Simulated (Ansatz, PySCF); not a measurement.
C2H6BNO2Si, SMILES N[SiH2]C#CB(O)O. Atoms are numbered in the order given.

```xyz
13

Si     2.3033    -0.3921    -0.1300
N      3.0019     1.1134     0.3438
C      0.4598    -0.2560    -0.0795
C     -0.7577    -0.1743    -0.0329
B     -2.3135    -0.0646     0.0207
O     -3.1044    -1.1492    -0.1964
O     -2.9258     1.1201     0.2873
H      2.7494    -0.6703    -1.5223
H      2.6479    -1.5683     0.7252
H      2.8073     1.5231     1.2507
H      3.9196     1.3779     0.0040
H     -2.5934    -1.9451    -0.3741
H     -2.2956     1.8357     0.4172
```

The structure is a stationary point at ωB97X-D3(BJ)/def2-SVP. The structure was generated by enumeration, and PubChem lists no compound with its InChIKey, so it may never have been made. Other conformers were not sampled.

Two levels are set side by side: PBE-D3(BJ)/def2-SVP (Ansatz, a first-principles code) and ωB97X-D3(BJ)/def2-SVP (PySCF). Each level has its own optimised geometry; the coordinates shown are those of the second. Frequencies come from the Hessian of PySCF at each geometry. Differences are taken from unrounded values.

| quantity | ωB97X-D3(BJ) | PBE-D3(BJ) | PBE-D3(BJ) minus ωB97X-D3(BJ) |
|---|---|---|---|
| mean bond length (Å) | 1.334 | 1.343 | 0.009 |
| bond Si1–N2 (Å) | 1.726 | 1.742 | 0.016 |
| bond Si1–C3 (Å) | 1.849 | 1.844 | -0.005 |
| bond C3–C4 (Å) | 1.221 | 1.238 | 0.017 |
| bond C4–B5 (Å) | 1.561 | 1.549 | -0.012 |
| bond B5–O6 (Å) | 1.360 | 1.369 | 0.009 |
| bond B5–O7 (Å) | 1.360 | 1.369 | 0.009 |
| bond Si1–H8 (Å) | 1.488 | 1.502 | 0.014 |
| bond Si1–H9 (Å) | 1.495 | 1.511 | 0.017 |
| bond N2–H10 (Å) | 1.014 | 1.024 | 0.010 |
| bond N2–H11 (Å) | 1.014 | 1.023 | 0.010 |
| bond O6–H12 (Å) | 0.962 | 0.972 | 0.010 |
| bond O7–H13 (Å) | 0.962 | 0.972 | 0.010 |
| highest harmonic wavenumber (cm⁻¹) | 3937 | 3773 | -164 |
| mean harmonic wavenumber (cm⁻¹) | 1180 | 1135 | -45 |
| zero-point energy (kcal/mol) | 55.68 | 53.56 | -2.11 |

GGA bonds tend to be longer and softer than those of functionals with exact exchange. Differences between two approximate levels are no errors against the true value.
